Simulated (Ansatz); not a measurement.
`N[CH]([AsH2])[InH2]` at its PBE0-D4/def2-TZVP geometry, where that method's forces vanish. Charge 0, multiplicity 1. In: def2 effective core potential.

```
atom   x (Å)   y (Å)   z (Å)
  N1   0.318  -1.303  -1.211
  C2   0.218  -0.725   0.120
 As3  -1.740  -0.629   0.534
 In4   0.845   1.318   0.515
  H5   0.232  -0.596  -1.931
  H6   1.209  -1.763  -1.344
  H7   0.610  -1.437   0.848
  H8  -2.028   0.508  -0.450
  H9  -1.629   0.368   1.699
 H10   1.202   1.908   2.096
 H11   0.762   2.350  -0.877
```

(1) For each bond, give half the difference of the two atoms' forces along it (eV/Å; positive pushes the atoms apart) under PBE-D4, r2SCAN-D4, B3LYP-D4, ωB97M-V in def2-TZVPP. (Best estimate.)

## Answers

(1) The calculation gave: 
```csv
bond,length (Å),PBE-D4,r2SCAN-D4,B3LYP-D4,ωB97M-V
N1–C2,1.454,-0.01,0.13,0.17,0.41
N1–H5,1.012,0.25,0.00,-0.05,-0.08
N1–H6,1.011,0.24,0.00,-0.06,-0.08
C2–As3,2.004,0.20,0.12,0.19,-0.06
C2–In4,2.173,0.05,0.02,0.14,-0.14
C2–H7,1.091,0.10,-0.06,-0.19,-0.13
As3–H8,1.532,0.21,-0.02,0.03,-0.09
As3–H9,1.538,0.20,-0.04,0.02,-0.07
In4–H10,1.725,0.03,-0.04,-0.02,-0.05
In4–H11,1.734,0.07,-0.03,0.00,-0.06
```

B3LYP here is the variant with VWN-RPA as its local correlation; programs differ in this.

Computed with Ansatz.
